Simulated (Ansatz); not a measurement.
F$_{2}$H$_{6}$N$_{2}$OSi$_{2}$, SMILES `N[SiH2]O[Si](N)(F)F`, relaxed with RKS PBE0-D4/def2-TZVP in the Gaussian-basis code of Ansatz from a GFN2-xTB geometry. The force threshold is 0.005 eV/Å; the program also tests the step.

Total charge 0; spin multiplicity 1.

Start:

```xyz
13

N    -0.054   -1.436   -1.905
Si    1.122   -0.320   -1.354
O     0.543    0.362    0.020
Si   -0.742    0.614    0.915
N    -0.247    1.018    2.489
F    -1.676   -0.681    0.982
F    -1.721    1.662    0.204
H     0.124   -2.047   -2.683
H    -0.691   -1.855   -1.246
H     1.250    0.750   -2.338
H     2.401   -0.857   -0.883
H     0.625    1.496    2.631
H    -0.933    1.294    3.169
```

| step | energy (eV) | largest force (eV/Å) | largest move (Å) |
| --- | --- | --- | --- |
| 1 | -26310.1920 | 0.884 | 0.000 |
| 2 | -26310.2636 | 0.619 | 0.090 |
| 3 | -26310.2822 | 0.215 | 0.085 |
| 4 | -26310.3078 | 0.183 | 0.177 |
| 5 | -26310.3288 | 0.206 | 0.200 |
| 6 | -26310.3411 | 0.360 | 0.200 |
| 7 | -26310.3614 | 0.489 | 0.200 |
| 8 | -26310.3748 | 0.321 | 0.200 |
| 9 | -26310.3792 | 0.773 | 0.128 |
| 10 | -26310.3935 | 0.123 | 0.200 |
| 11 | -26310.3955 | 0.074 | 0.036 |
| 13 | -26310.3976 | 0.065 | 0.071 |
| 15 | -26310.3990 | 0.081 | 0.043 |
| 17 | -26310.4002 | 0.066 | 0.050 |
| 19 | -26310.4007 | 0.062 | 0.021 |
| 21 | -26310.4010 | 0.018 | 0.027 |
| 23 | -26310.4013 | 0.017 | 0.019 |
| 25 | -26310.4016 | 0.025 | 0.006 |
| 27 | -26310.4017 | 0.010 | 0.013 |
| 29 | -26310.4017 | 0.008 | 0.004 |
| 31 | -26310.4018 | 0.010 | 0.007 |
| 33 | -26310.4018 | 0.004 | 0.002 |

End:

```xyz
13

N     0.015   -1.349   -2.091
Si    1.183   -0.478   -1.213
O     0.659    0.149    0.225
Si   -0.695    0.428    1.037
N    -0.353    1.387    2.370
F    -1.387   -0.914    1.518
F    -1.768    1.054    0.043
H    -0.720   -0.882   -2.596
H    -0.249   -2.285   -1.832
H     1.621    0.671   -2.037
H     2.292   -1.398   -0.877
H     0.432    2.014    2.374
H    -1.031    1.602    3.080
```

Hardware: 2 threads of an AMD EPYC 7R13 on a shared host and a share of an NVIDIA H100 80 GB. Wall time 90 s, peak host memory 0.89 GiB.
